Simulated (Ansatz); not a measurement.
Reaction (homolysis of the O–Si bond): `C=CCO[SiH3]` → `C=CC[O]`• + `[SiH3]`•

Gas-phase electronic energies from Ansatz, PBE0-D4/def2-TZVP geometries. CBS: MP2 limit from def2 TZ/QZ plus the TZ coupled-cluster correction, frozen cores. This one scheme is used for every species. Functionals use def2-TZVPP. Open shells (•) are unrestricted, without spin–orbit coupling. Each species was taken in one conformer, which may not be the lowest.

`C=CCO[SiH3]`:

```xyz
13

C    -0.486   -2.535    0.141
C    -0.843   -1.310   -0.210
C     0.114   -0.185   -0.400
O    -0.321    0.938    0.343
Si    0.515    2.353    0.365
H    -1.212   -3.333    0.241
H     0.551   -2.786    0.341
H    -1.888   -1.070   -0.393
H     0.165    0.079   -1.467
H     1.120   -0.493   -0.088
H     0.642    2.915   -1.009
H     1.889    2.148    0.905
H    -0.247    3.279    1.232
```

`C=CC[O]`•:

Cartesian coordinates in Å:
```
C -0.884 1.089 -0.085
C -0.362 -0.008 0.439
C 0.790 -0.744 -0.172
O 0.648 -2.091 -0.244
H -0.496 1.514 -1.007
H -1.715 1.604 0.381
H -0.762 -0.438 1.353
H 1.091 -0.307 -1.139
H 1.690 -0.621 0.473
```

`[SiH3]`•:

Cartesian coordinates in Å:
```
Si -0.007 0.335 0.036
H -1.221 -0.214 0.694
H 1.231 -0.163 0.690
H -0.003 0.041 -1.420
```

| level | ΔE (kJ/mol) |
| --- | --- |
| LDA (SPW92) | 505.0 |
| MP2/def2-TZVPP | 514.2 |

Problem. What does CCSD(T)/CBS give? (Best estimate.)

Solution. The calculation gave: +489.7 kJ/mol. The listed levels differ from it by 15.3, 24.5 kJ/mol.

Problem. What do rigid-rotor, harmonic-oscillator terms from PBE0-D4/def2-TZVP frequencies (298.15 K, 1 bar) make of the CCSD(T)/CBS value? (Estimate.)

Solution. Computed: ΔZPE = -22.6 kJ/mol, ΔH = +470.8 kJ/mol, ΔS = 155 J/(mol·K), ΔG = +424.7 kJ/mol. Open shells count their whole term as degenerate. Modes under 50 cm⁻¹ make the entropy rough.

Largest T1 diagnostic among the species: 0.020.

In def2-TZVPP, CCSD(T) changes the Hartree–Fock value by +120.9 kJ/mol (the triples alone add +8.5 kJ/mol) and MP2 by +162.1 kJ/mol; breaking electron pairs costs correlation energy, which Hartree–Fock lacks. Leaving LDA and LC-ωPBE aside and taking each functional with its dispersion term where it has one, the values, not all of them listed here, spread over 44.9 kJ/mol, from revPBE-D4 to ωB97M-V. LDA lies +68.6 kJ/mol from PBE without D4, its usual overbinding.
